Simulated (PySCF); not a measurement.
## UHF on Br⁺ (bromine, charge +1)

Configuration: [Ar] 3d10 4s2 4p4, high-spin 3P determinant. Computed with PySCF 2.14 in Sapporo-DKH3-DZP-2012, with the spin-free X2C one-electron Hamiltonian (Gaussian nucleus).

```json
{
 "Total energy": "-2603.957744 hartree",
 "One-electron energy": "-3608.3793 hartree",
 "Hartree (Coulomb) energy": "1095.3313 hartree",
 "Exchange energy": "-90.9098 hartree",
 "⟨S²⟩": "2.0069",
 "⟨L²⟩": "2.021",
 "Sum of ⟨r⟩": "22.97 bohr",
 "Sum of ⟨r²⟩": "31.57 bohr²",
 "Traceless quadrupole moment −½Σ⟨3z² − r²⟩ along its main axis": "-1.95 e·bohr²",
 "Langevin diamagnetic susceptibility": "-25.0 ×10⁻⁶ cm³/mol",
 "Time after the integrals": "0.13 s of wall time on 1 thread of Neoverse-V2 (shared host)"
}
```

```
shell  electrons  mean orbital energy (hartree)  spread (hartree)  rms radius, mean of both spins (bohr)
 1s α          1                     -498.61691                 0                                 0.0492
 1s β          1                     -498.60720                 0                                 0.0492
 2s α          1                      -67.51066                 0                                  0.205
 2s β          1                      -67.50532                 0                                  0.205
 2p α          3                      -59.42444           0.00861                                  0.183
 2p β          3                      -59.41327           0.00376                                  0.183
 3s α          1                      -10.61701                 0                                  0.588
 3s β          1                      -10.59836                 0                                  0.588
 3p α          3                       -7.97322           0.02696                                  0.607
 3p β          3                       -7.94815           0.00356                                  0.607
 3d α          5                       -3.57420           0.02548                                  0.650
 3d β          5                       -3.56119           0.01362                                  0.650
 4s α          1                       -1.49200                 0                                   1.78
 4s β          1                       -1.26815                 0                                   1.78
 4p α          3                       -0.86520           0.07082                                   2.11
 4p β          1                       -0.77084                 0                                   2.11
```

Densities and radii are taken from the X2C orbitals without a picture-change correction, which distorts them close to the nucleus.
